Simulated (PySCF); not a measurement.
A structure optimised at B3LYP-D3(BJ)/def2-SVP, used in a PySCF frequency run:

```xyz
9

Si    -1.0000    -0.3663     0.0000
Cl     0.3908    -1.9537     0.0000
B      0.1696     1.3145     0.0000
O     -0.2962     2.5921     0.0000
O      1.5126     1.1483     0.0000
H     -1.8703    -0.5237    -1.2016
H     -1.8703    -0.5237     1.2016
H     -1.2552     2.6756     0.0000
H      1.7737     0.2157     0.0000
```
Charge 0, spin multiplicity 1.

Write its SMILES, formula and point group.

OB(O)[SiH2]Cl, BClH₄O₂Si, Cs

What are its rotational constants (standard atomic weights)?

5.8488, 1.7019, 1.3386 GHz
